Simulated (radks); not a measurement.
Spin polarisation of the 3p3 shell in the argon ion Ar3+. Start: [Ne] 3s2 3p(up 1.5, down 1.5); electrons of 3p are moved from spin down to spin up, other shells keep equal spins. Calculated with a radial shooting solver on a logarithmic mesh with Libxc functionals: non-relativistic Kohn-Sham, SCAN, spin-polarised, spherical densities, point nucleus; meta-GGA in the generalised Kohn-Sham scheme.

moment (Bohr magnetons)  E - E(0) (eV)  e(3p up) (eV)  e(3p down) (eV)  3s down minus up (eV)
0                                0.000        -50.181          -50.181                 0.000
0.75                            -0.250        -50.848          -49.423                  1.506
1.5                             -1.044        -51.433          -48.564                  3.013
2.25                            -2.412        -51.950          -47.567                  4.591

At moment 2.25 the spin-polarisation energy is -2.412 eV and the 3p exchange splitting 4.383 eV, that is 1.948 eV per Bohr magneton; E = -I m^2/4 would give I = 1.906 eV.
